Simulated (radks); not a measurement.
Question: Calculated with a radial shooting solver on a logarithmic mesh with Libxc functionals: non-relativistic Kohn-Sham, PBE, spin-unpolarised, spherical densities, point nucleus. Response by self-consistent Sternheimer equations with the Hartree and adiabatic LDA kernel. For heavy and open-shell atoms this level of theory can miss by tens of per cent. Rank Al, I+, Cr, Cl, Fe+, Cd, Tc (NIST ground configurations) by static dipole polarisability, largest first.

Answer: Cr 82.01, Tc 81.59, Al 70.56, Cd 56.26, Fe+ 26.10, I+ 21.24, Cl 15.83 bohr^3.
